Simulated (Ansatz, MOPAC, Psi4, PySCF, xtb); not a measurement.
Pair of molecules: H2O (SMILES O) (first 3 atoms) with SiH4 (SMILES [SiH4]); geometry from B3LYP-D3(BJ)/def2-TZVP, rigid monomers moved along the line of their centres of mass till O1···Si4 is 2.82 Å.
(charge 0, multiplicity 1):
```xyz
8

O      0.46462     0.31230     0.34750
H      0.07304    -0.46952    -0.05624
H     -0.11752     1.04179     0.10951
Si    -0.14047    -0.06527     3.07536
H     -0.52896    -1.28013     2.32481
H     -0.50274    -0.27011     4.50067
H     -0.89551     1.10508     2.57476
H      1.31398     0.16831     2.98149
```

```csv
level,interaction energy (kcal/mol),"minus CCSD(T)/CBS(aug-cc-pV(D+d)Z, aug-cc-pV(T+d)Z)",cost
AM1,2.64,3.42,-
PM3,2.16,2.94,-
PM6,0.02,0.80,-
PM7,2.92,3.70,-
GFN2-xTB,-1.53,-0.75,-
HF/STO-3G (no counterpoise),0.42,1.20,-
HF/3-21G (no counterpoise),-5.75,-4.97,-
HF/6-31G*,1.38,2.16,-
HF/6-31G* (no counterpoise),-0.30,0.48,-
HF/aug-cc-pV(T+d)Z,1.88,2.66,-
PBE/def2-TZVPPD,-0.02,0.76,×1
PBE-D3(BJ)/def2-TZVPPD,-0.96,-0.18,×1
PBE-D4/def2-TZVPPD,-0.86,-0.08,×1
BP86/6-31G* (no counterpoise),-2.07,-1.29,-
r2SCAN/def2-TZVPPD,-0.82,-0.04,×2
r2SCAN-D3(BJ)/def2-TZVPPD,-1.11,-0.33,×2
r2SCAN-D4/def2-TZVPPD,-1.04,-0.26,×2
B3LYP/3-21G (no counterpoise),-9.22,-8.44,-
B3LYP/6-31G*,0.82,1.60,-
B3LYP/6-311+G** (no counterpoise),0.50,1.28,-
B3LYP/def2-TZVPPD,0.98,1.76,×1
B3LYP-D3(BJ)/def2-TZVPPD,-0.61,0.17,×1
B3LYP-D4/def2-TZVPPD,-0.35,0.43,×1
PBE0/def2-TZVPPD,-0.12,0.66,×1
PBE0-D3(BJ)/def2-TZVPPD,-0.96,-0.18,×1
PBE0-D4/def2-TZVPPD,-0.84,-0.06,×1
M06-2X/6-31G* (no counterpoise),-4.15,-3.37,-
wB97X-V/def2-TZVPPD,-0.78,0.00,×3
wB97M-V/def2-TZVPPD,-1.11,-0.33,×4
MP2/6-31G*,1.01,1.79,-
MP2/6-31G* (no counterpoise),-2.16,-1.38,-
MP2/aug-cc-pV(D+d)Z,0.12,0.89,-
"MP2/CBS(aug-cc-pV(D+d)Z, aug-cc-pV(T+d)Z)",-0.69,0.09,-
SCS-MP2/aug-cc-pV(D+d)Z,0.59,1.37,-
SCS-MP2/aug-cc-pV(T+d)Z,0.10,0.88,-
CCSD/aug-cc-pV(D+d)Z,0.38,1.15,-
CCSD/aug-cc-pV(T+d)Z,-0.16,0.62,-
CCSD(T)/aug-cc-pV(D+d)Z,0.10,0.88,×4
"CCSD(T)/CBS(aug-cc-pV(D+d)Z, aug-cc-pV(T+d)Z)",-0.78,0.00,×300*
SAPT0/jun-cc-pV(D+d)Z,-0.06,0.72,-
```

 The comparison column counts from a level with limits of its own.

The rows run from -9.22 (B3LYP/3-21G (no counterpoise)) to 2.92 kcal/mol (PM7). In aug-cc-pV(D+d)Z the value moves MP2 0.12, CCSD 0.38, CCSD(T) 0.10, a shift of -0.01 from MP2 to CCSD(T). The dispersion term adds -0.94 in PBE-D3(BJ), -0.84 in PBE-D4, -0.29 in r2SCAN-D3(BJ). The 6 functionals in def2-TZVPPD without D3 or D4 span 2.09, from wB97M-V to B3LYP.

Monomers are frozen at their geometry in the pair; levels with a basis set take the counterpoise correction. Rows marked so take none.

Cores are frozen in the correlated methods. CBS(a, b) extrapolates the correlation energy as X⁻³ and adds the Hartree–Fock energy of set b. Rows in 3-21G, 6-311+G**, 6-31G*, STO-3G carry no dispersion term and start afresh at each structure (6-31G* with six Cartesian d functions). MP2/6-31G* freezes PySCF's default core. The state reached by AM1, PM3, PM6, PM7 isn't checked; PM7 holds dispersion and hydrogen-bond terms.

Codes used: Ansatz (a first-principles code) with Gaussian orbitals; MOPAC for AM1, PM3, PM6, PM7 (differences of heats of formation); Psi4 for SAPT; PySCF for 3-21G rows, 6-311+G** rows, 6-31G* rows, STO-3G rows, the dispersion terms; xtb for the GFN methods. 

Costs are rough ratios of core time to PBE/def2-TZVPPD (about 2.6 s over the structures, on one shared machine); a dash marks a level with no comparable run of its own. A star marks coupled-cluster runs past 200 virtual orbitals, where the program's memory plan changes under this machine's limit, so their costs aren't comparable with smaller runs.
